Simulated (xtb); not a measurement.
Species: H$_{2}$SeSi, SMILES `[SiH2]=[Se]` (charge 0, multiplicity 1).

Question: Give a relaxed geometry from GFN2-xTB in xtb 6.7.1.

Answer: the end point of this relaxation (outside a Z-matrix the atoms follow the SMILES, hydrogens last).
Cartesian coordinates (Å) in one orientation:
```xyz
4

Si    -0.094     0.001     0.000
Se     2.001    -0.034     0.008
H     -0.974    -1.160    -0.004
H     -0.933     1.193    -0.003
```
